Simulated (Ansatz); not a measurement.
`C=COB(F)Cl`. Charge 0, multiplicity 1.

Cartesian coordinates in Å:
```
C -1.0666 0.8532 -0.6054
C -0.8654 -0.4070 -0.2674
O 0.0951 -0.8615 0.5995
B 1.3716 -0.4420 0.6687
F 1.8785 0.4487 -0.1636
Cl 2.4075 -1.1252 1.9020
H -1.8814 1.0905 -1.2757
H -0.4499 1.6638 -0.2403
H -1.4894 -1.2206 -0.6179
```

What are the harmonic wavenumbers in cm⁻¹ at PBE0-D4/def2-TZVP (Ansatz, finite differences of forces, unscaled)? (An estimate is asked.)

The calculation gave: 48, 124, 167, 303, 388, 540, 598, 677, 774, 908, 952, 992, 1158, 1259, 1345, 1420, 1467, 1719, 3186, 3214, 3281.

Is this a minimum?

Yes, all 21 modes are real.

Give the ideal-gas thermochemistry at 298.15 K and 1 bar (rigid rotor, harmonic oscillator; point group C1, symmetry number 1).

Zero-point energy 146.7 kJ/mol; H(298) − E = 166.1 kJ/mol; entropy 344.1 J/(mol·K), of which translation 167.3, rotation 114.5, vibration 62.3; G(298) − E = 63.5 kJ/mol. Modes under 100 cm⁻¹ are hindered rotations or soft bends, so the harmonic entropy is rough.
